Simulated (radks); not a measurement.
Problem. Ag II, 46 electrons, occupied as [Kr] 4d8 5d2 (not the ground configuration). All-electron calculation, scalar-relativistic Kohn-Sham, r2SCAN, spin-polarised, spherical densities, finite nucleus; open shells are filled with parallel spins first (spin-orbit coupling, left out, can overturn this in heavy ions); meta-GGA in the generalised Kohn-Sham scheme; Fermi nuclear charge, rms radius 4.5454 fm. Program: a radial shooting solver on a logarithmic mesh with Libxc functionals. Some entries of the table are withheld. Estimate them.

orbital,occ.,eigenvalue (hartree),<1/r> (bohr^-1),r(max) (bohr)
1s down,1,-933.6595,49.43,0.02016
1s up,1,-933.6592,49.43,0.02016
2s up,1,-138.8376,11.24,0.1139
2s down,1,-138.8144,11.25,0.1139
2p up,3,-124.5274,10.85,0.09117
2p down,3,-124.5102,10.85,0.09116
3s up,1,-26.46674,3.958,0.3320
3s down,1,-26.46127,3.957,0.3321
3p up,3,-21.73060,3.764,0.3255
3p down,3,-21.72255,3.763,0.3255
3d up,5,-14.28343,3.530,0.2743
3d down,5,-14.26601,3.529,0.2745
4s up,1,-4.58064,1.511,0.8235
4s down,1,-4.50091,1.514,0.8220
4p up,3,-3.19485,1.366,0.8755
4p down,3,-3.11260,1.368,0.8739
4d up,5,-1.18688,1.063,(1)
4d down,3,-1.10626,1.059,(2)
5d up,2,-0.19914,0.2588,4.166

Solution. 
(1) 4d up r(max) (bohr): 1.010
(2) 4d down r(max) (bohr): 1.011
